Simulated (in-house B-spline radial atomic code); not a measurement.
Configurations of P5+, with energies counted from [He] 2s2 2p6. Computed with a B-spline radial code for spherical atoms: Dirac-Hartree-Fock, average of configuration, Fermi nucleus of rms radius 3.1889 fm. Energies include first-order Breit, QED and recoil terms.

Occupations are held fixed; configurations that lie above the ionisation limit could autoionise.

| configuration | E - E(ref) (eV) | highest orbital | its <r> (bohr) |
| --- | --- | --- | --- |
| [He] 2s2 2p5 3s1 | 134.69 | 3s1/2 | 1.477 |
| [He] 2s2 2p5 4s1 | 177.33 | 4s1/2 | 2.947 |
| [He] 2s2 2p5 5d1 | 198.87 | 5d5/2 | 5.525 |
| [He] 2s2 2p5 6s1 | 202.53 | 6s1/2 | 7.381 |
| [He] 2s2 2p5 6g1 | 205.54 | 6g9/2 | 7.333 |
| [He] 2s1 2p6 3d1 | 220.53 | 3d5/2 | 1.613 |
| [He] 2s1 2p6 4p1 | 240.18 | 4p3/2 | 3.133 |
| [He] 2s1 2p6 5p1 | 254.69 | 5p3/2 | 5.202 |
| [He] 2s1 2p6 5g1 | 258 | 5g9/2 | 4.583 |
| [He] 2s1 2p6 6p1 | 262.13 | 6p3/2 | 7.769 |
| [He] 2s1 2p6 6d1 | 263.58 | 6d5/2 | 8.228 |
| [He] 2s1 2p6 6f1 | 263.97 | 6f7/2 | 7.983 |

Order these further configurations by energy, lowest first.
A. [He] 2s2 2p5 5f1
B. [He] 2s1 2p6 6g1
C. [He] 2s2 2p5 5s1
D. [He] 2s1 2p6 4d1
E. [He] 2s1 2p6 5d1

C (194.16 eV), A (199.53 eV), D (245.69 eV), E (257.31 eV), B (263.99 eV).

How far above the reference does [He] 2s2 2p5 3d1 lie?

162.13 eV; its least bound orbital is 3d5/2 with <r> = 1.615 bohr.

How far above the reference does [He] 2s1 2p6 3p1 lie?

205.16 eV; its least bound orbital is 3p3/2 with <r> = 1.561 bohr.

How far above the reference does [He] 2s2 2p5 6d1 lie?

205.14 eV; its least bound orbital is 6d5/2 with <r> = 8.229 bohr.
